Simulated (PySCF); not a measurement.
Spin-rotation constants: `InChI=1S/C3H5N3Si/c7-3-1-2-4-6-5-3/h1-2H,7H3`

Geometry:
```csv
atom,x (Å),y (Å),z (Å)
Si1,2.119,0.085,0.015
C2,0.227,0.237,-0.005
C3,-0.670,-0.829,-0.049
C4,-2.014,-0.490,-0.030
N5,-2.398,0.780,0.021
N6,-1.515,1.720,0.053
N7,-0.248,1.484,0.044
H8,2.549,0.218,1.406
H9,2.659,1.130,-0.843
H10,2.433,-1.257,-0.486
H11,-0.332,-1.853,-0.098
H12,-2.808,-1.225,-0.055
```

Method used: PySCF, GIAO PBE/pcSseg-1 magnetisability, rotational g tensor and spin-rotation constants, non-relativistic, gas phase. Geometry: GFN2-xTB.

(1) Give the nuclear spin-rotation constants along the inertial axes (H = +C I·J) beside the isotropic shieldings.

(2) How do the rotational constants and the g tensor change when H8, H9, H10, H11, H12 are replaced by deuterium?

Answers

(1) Rotational constants 6.0227, 1.5640, 1.2599 GHz. A star marks the isotopologue with that one atom substituted, in its own axes.
```tsv
atom	isotope	Caa (kHz)	Cbb (kHz)	Ccc (kHz)	mean (kHz)	σ (ppm)
N5	14N	1.630	0.547	0.030	0.736	-162.7
N6	14N	2.647	0.447	0.065	1.053	-263.6
N7	14N	2.410	0.397	0.035	0.948	-191.4
H8	1H	-0.442	-0.152	0.040	-0.185	26.9
H9	1H	-0.428	-0.041	-0.051	-0.173	26.8
H10	1H	-0.405	0.014	-0.107	-0.166	27.2
H11	1H	-0.459	0.127	-0.138	-0.156	24.2
H12	1H	-0.190	0.081	-0.117	-0.075	22.7
Si1	29Si*	-3.206	-0.864	-0.748	-1.606	407.1
C2	13C*	3.276	0.677	0.169	1.374	18.9
C3	13C*	2.131	0.747	0.134	1.004	55.4
C4	13C*	2.196	0.809	0.181	1.062	35.1
```
For the geometry as given, no vibrational averaging.

(2) Constants 5.1415, 1.4240, 1.1450 GHz; g -0.1394, -0.0388, 0.0000, against -0.1619, -0.0427, 0.0003 before.
